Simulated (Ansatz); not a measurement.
C8H10 can be A, `Cc1cccc(C)c1`, or B, `C=CC1=C(C=C)CC1`.

Gas-phase electronic energies from Ansatz, PBE0-D4/def2-TZVP geometries. CBS: MP2 limit from def2 TZ/QZ plus the TZ coupled-cluster correction, frozen cores. DFT in def2-TZVPP. B3LYP here is the variant with VWN-RPA as its local correlation; programs differ in this. Each species was taken in one conformer, which may not be the lowest.

**Question.** Which isomer does CCSD(T)/CBS put lower? Give the gap. (Best estimate.)

**Answer.** Ansatz gave: A, by 58.0 kcal/mol.

**Question.** Give E(B) − E(A) in kcal/mol with B3LYP-D4, PBE-D4, B3LYP, B2PLYP, HF/def2-TZVPP, CCSD(T)/def2-SVP, ωB97M-V. (Best estimate.)

**Answer.** Computed: B3LYP-D4 59.2, PBE-D4 57.3, B3LYP 57.9, B2PLYP 59.8, HF/def2-TZVPP 58.5, CCSD(T)/def2-SVP 58.9, ωB97M-V 60.1. None reverses the order clearly.

Largest T1 diagnostic: 0.011.

The D4 term adds +1.3 kcal/mol with B3LYP and +0.6 kcal/mol with PBE0; it sums over pairs of atoms, weighted by their polarisabilities, and B3LYP, whose exchange is more repulsive, gets the larger term. From BLYP to BHLYP (50 % exact exchange), in def2-TZVPP and without D4, E(B) − E(A) moves by +5.7 kcal/mol.
